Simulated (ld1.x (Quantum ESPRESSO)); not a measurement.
## Li, TM: configuration errors across variants

- Element: Li
- Generator: ld1.x (Quantum ESPRESSO) 7.5
- Type: norm-conserving Troullier–Martins (Kleinman–Bylander form)
- Functional: LDA (PZ)
- Relativity: scalar-relativistic
- Frozen core: [He]
- Valence charge: 1
- Reference configuration: 2s1 2p0
- Partial waves: 2p (bound, empty): rc 4.20 bohr; 2s (bound): rc 2.05 bohr
- Local potential: the s channel
- Core correction: none

All-electron excitation energies from the reference (eV): (1) 2s0.5 2p0 2.045; (2) 2s0 2p1 1.754; (3) 2s1 2p0 spin -0.233; (4) 2s0.5 2p0 spin 1.953.

Spin tests fill each open shell by Hund’s rule, majority spin first.

4 further variants failed, have other tests or another functional or relativity, and are left out.

Errors AE − PS in meV (a dash: test not solved or not reliable):

| change | (1) | (2) | (3) | (4) | bound ghosts |
| --- | --- | --- | --- | --- | --- |
| base | +5.9 | -0.5 | +20 | +17 | none |
| local potential all-electron potential smoothed inside 1.75 bohr (lloc = -2) | +6.0 | -0.5 | +20 | +17 | none |
| wave 2s (bound): rc 2.05 bohr becomes 2s (bound): rc 1.98 bohr | +5.9 | -0.3 | +20 | +17 | none |
| all radii scaled by about 1.03 (s 2.12, p 4.34 bohr) | +5.9 | -1.2 | +20 | +17 | none |
| wave 2p (bound): rc 4.20 bohr becomes 2p (bound): rc 5.10 bohr | +5.9 | -3.2 | +20 | +17 | none |
| core correction a·sin(br)/r model core inside 1.04 bohr | +0.7 | -4.9 | +0.3 | +0.5 | none |
| wave 2s (bound): rc 2.05 bohr becomes 2s (bound): rc 2.06 bohr | +5.9 | -0.5 | +20 | +17 | none |

Problem. Give the same row for: wave 2p (bound): rc 4.20 bohr becomes 2p (bound): rc 3.76 bohr.

Solution. +5.9, +0.8, +20, +17; bound ghosts: none.
